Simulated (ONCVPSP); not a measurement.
## Pt, ONCV: configuration errors across variants

```
Element                 : Pt
Generator               : ONCVPSP 4.0.1
Type                    : optimised norm-conserving Vanderbilt (ONCV)
Functional              : PBE
Relativity              : scalar-relativistic
Frozen core             : [Kr] 4d10 4f14
Valence charge          : 18
Reference configuration : 5s2 5p6 5d9 6s1
Partial waves           : 5s+6s: rc 1.35 bohr, ncon 3, nbas 7, qcut 7.3 1/bohr, 2 projectors; 5p: rc 1.35 bohr, ncon 4, nbas 7, qcut 11.4 1/bohr, 2 projectors, debl 1.5 Ha; 5d: rc 1.40 bohr, ncon 3, nbas 7, qcut 7.7 1/bohr, 2 projectors, debl 1.7 Ha
Local potential         : polynomial inside 1.20 bohr (lpopt 4, dvloc0 2 Ha)
Core correction         : polynomial model core, fcfact 0.55
```

In the p channel the program set the typed energies aside and used -2.059, 0.250 Ha.

All-electron excitation energies from the reference (eV): (1) 5s2 5p6 5d9 6s0 9.194; (2) 5s2 5p6 5d8 6s0 29.160; (3) 5s2 5p6 5d7 6s0 61.377; (4) 5s2 5p6 5d6 6s0 107.030.

2 further variants failed, have other tests or too few solved ones, and are left out.

Errors AE − PS in meV (a dash: test not solved or not reliable):

| change | (1) | (2) | (3) | (4) | bound ghosts | GHOST(+) flags above zero |
| --- | --- | --- | --- | --- | --- | --- |
| base | -5.1 | -6.7 | -18 | -46 | none | s |
| s: qcut 4.4 | -7.2 | -8.4 | -19 | -47 | none | none |
| s: qcut 5.3 | -6.7 | -7.9 | -19 | -47 | none | none |
| s: qcut 7 | -5.4 | -6.9 | -18 | -46 | none | s |
| s: qcut 7.7 | -4.9 | -6.5 | -18 | -46 | none | s |
| s: qcut 8.7 | -4.3 | -6.0 | -17 | -45 | none | s |
| s: qcut 9.4 | -4.6 | -6.4 | -18 | -46 | none | none |

Question: Give the same row for: s: qcut 6.1.

Answer: -6.0, -7.4, -18, -46; bound ghosts: none; GHOST(+) flags above zero: none.
